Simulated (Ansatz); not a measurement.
GeSiH6O (SMILES [SiH3][O][GeH3]): the energy, rung by rung

GeSiH6O: 9 atoms, total charge 0, spin state singlet. SMILES: `[SiH3][O][GeH3]`. The shape is that of a PBE0-D4/def2-TZVP optimisation.

```xyz
9

Si   -0.6866    1.0331   -0.9214
O     0.5927    0.2019   -0.3394
Ge    0.8098   -1.0495    0.9017
H    -1.6975    0.1132   -1.5145
H    -0.1958    1.9648   -1.9667
H    -1.3556    1.8108    0.1593
H     2.3108   -1.3556    0.9170
H    -0.0188   -2.2805    0.4984
H     0.3293   -0.4844    2.2487
```

Quantity: the energy change with the Si1–O2 bond stretched from 1.633 to 1.878 Å, in eV. The values are calculated.

```csv
level,kind,program,value (eV),CPU time (all runs)
HF/def2-SVP (restricted),Hartree–Fock,Ansatz,0.67,3.9 s
BLYP/def2-SVP (restricted),GGA,Ansatz,0.38,9.3 s
r2SCAN0/def2-SVP (restricted),hybrid meta-GGA,Ansatz,0.60,19 s
CAM-B3LYP/def2-SVP (restricted),range-separated hybrid,Ansatz,0.56,11 s
wB97M-V/def2-SVP (restricted),range-separated hybrid,Ansatz,0.54,62 s
RPA@PBE/def2-SVP (restricted),RPA,Ansatz,0.47,16 s
RPA@PBE0/def2-SVP (restricted),RPA,Ansatz,0.51,19 s
CCSD/def2-SVP (restricted),coupled cluster or CI,Ansatz,0.54,22 s
```

All-electron rows without a relativistic Hamiltonian named are non-relativistic. The first shape isn't each level's own minimum. The values span 0.38 to 0.67 eV. In the correlated wave-function rows the outer d shell of Ge is correlated, in sets not made for it. Times are those of the runs behind each value, whatever else they computed, on shared processors of several kinds: orders of magnitude only.
